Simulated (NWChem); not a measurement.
System: C₂H₄O₃Si; SMILES C=C1O[SiH](O)O1

```xyz
10

C      0.3117     2.5021     0.0000
C      0.0464     1.1891     0.0000
O     -0.1248     0.3557     1.1019
Si    -0.4390    -0.9261     0.0000
O      0.5856    -2.2165     0.0000
O     -0.1248     0.3557    -1.1019
H      0.4174     3.0330     0.9530
H      0.4174     3.0330    -0.9530
H     -1.8013    -1.5089     0.0000
H      1.5408    -2.0216     0.0000
```
Atoms are numbered in this order, from 1.

Level: PBE-D3(BJ)/def2-SVP (NWChem), optimised geometry, unscaled harmonic frequencies. 

```
frequency (cm⁻¹)  IR intensity (km/mol)
----------------  ---------------------
113                                 0.5
179                                 6.1
323                                43.4
354                                23.9
400                               113.0
572                                34.3
649                                 0.0
664                                 0.9
676                                 0.6
713                                17.2
727                                71.0
769                                53.9
849                                34.6
880                               396.7
890                                38.1
907                                53.4
983                               226.7
1192                              154.7
1331                                3.0
1734                              344.5
2287                               91.9
3130                                6.0
3243                                0.1
3749                              106.9
```

```json
{
 "zero_point_energy": "39.0 kcal/mol",
 "thermal correction to the enthalpy at 298.15 K (with zero-point energy)": "43.6 kcal/mol",
 "heat capacity Cv": "23.4 cal/(mol K)",
 "entropy at 298.15 K and 1 atm (symmetry number 1)": "78.5 cal/(mol K)",
 "dipole_moment": "1.72 D"
}
```

Rigid rotor and harmonic oscillator.
